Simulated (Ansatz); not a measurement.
A run on `[OH][Sn]([OH])([F])[F]` with other settings.

```yaml
crystal:
  periodic: [false, false, false]
  atoms:
    - {symbol: O, position_ang: [-1.307757, 0.592287, 1.098522]}
    - {symbol: Sn, position_ang: [0.007098, -0.095277, -0.118359]}
    - {symbol: O, position_ang: [1.716881, -0.158073, 0.630104]}
    - {symbol: F, position_ang: [-0.421768, -1.830342, -0.722527]}
    - {symbol: F, position_ang: [-0.127354, 1.059868, -1.737191]}
    - {symbol: H, position_ang: [-2.004122, 1.202262, 0.649986]}
    - {symbol: H, position_ang: [2.226605, -0.887760, 0.302230]}
basis:
  gaussian: {orbitals: def2-SVPD, final_grid: {core_spheres: 8, valence_spheres: 7, degree: 23}}
magnetization: {spin_polarized: true, initial_magnetization: 0}
hamiltonian: {xc: {name: PBEsol}}
output: {forces: true}
```

```sh
$ ansatz run in.yaml --threads 4 --pin off --events-out ev --progress --plain --max-ram 10444MiB
```

It prints (some lines left out):

```
Functional definition: PBEsol
1221 factors; their error is unknown
mean field evaluation 1: about -15326.6371 eV, gradient 6.7e1 eV
mean field evaluation 2: about -15240.8580 eV, gradient 1.5e2 eV
mean field evaluation 4: about -15341.0777 eV, gradient 1.8e1 eV
mean field evaluation 8: about -15342.1664 eV, gradient 1.2e-1 eV
mean field evaluation 16: about -15342.1309 eV, gradient 3.2e-4 eV
mean field -15342.13094780 eV, -563.8129130617 hartree, gradient 4.9e-5 eV, S^2 0.000000; 0 other end points of the search recorded, 0 dependent functions left out
reference -15342.13099318 eV, -563.8129147294 hartree; 29, 29 occupied and 111, 111 virtual orbitals, 1221 factors
Total energy: -15342.13099318 eV, -563.8129147294 hartree
Atom 0 at    -1.307757     0.592287     1.098522 Å, force    -2.143892     1.616267    -0.021776 eV/Å
Atom 1 at     0.007098    -0.095277    -0.118359 Å, force    -1.621411     1.730094    -1.990913 eV/Å
Atom 2 at     1.716881    -0.158073     0.630104 Å, force     1.540909     1.014340     1.511009 eV/Å
Atom 3 at    -0.421768    -1.830342    -0.722527 Å, force    -0.311295    -1.451583    -0.499980 eV/Å
Atom 4 at    -0.127354     1.059868    -1.737191 Å, force     0.104705    -0.485048     0.663551 eV/Å
Atom 5 at    -2.004122     1.202262     0.649986 Å, force     1.483710    -1.264100     0.800415 eV/Å
Atom 6 at     2.226605    -0.887760     0.302230 Å, force     0.947273    -1.159971    -0.462305 eV/Å
Dipole moment:     0.087816    -0.012107     0.187811 e Å
```

It took 1.1 s on 4 threads of an Intel Xeon 6975P-C on a shared host, with 0.38 GiB of host memory at the peak.
